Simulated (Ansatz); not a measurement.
def2 core potentials replace the inner electrons of Bi.

Species: C$_{3}$H$_{9}$BiO$_{2}$, SMILES `C[CH](C)[Bi]([OH])[OH]` (charge 0, multiplicity 1), formula C3H9BiO2.

Task: How many basis functions does frozen-core CCSD(T)/def2-TZVPP // PBE0-D3(BJ)/def2-SVP run with Ansatz (a program for electronic structure) use, how many core orbitals are frozen, and how many electrons are correlated?

Result: 331 basis functions and 9 frozen orbitals, which leaves 48 correlated electrons. Core time is of the order of hours.
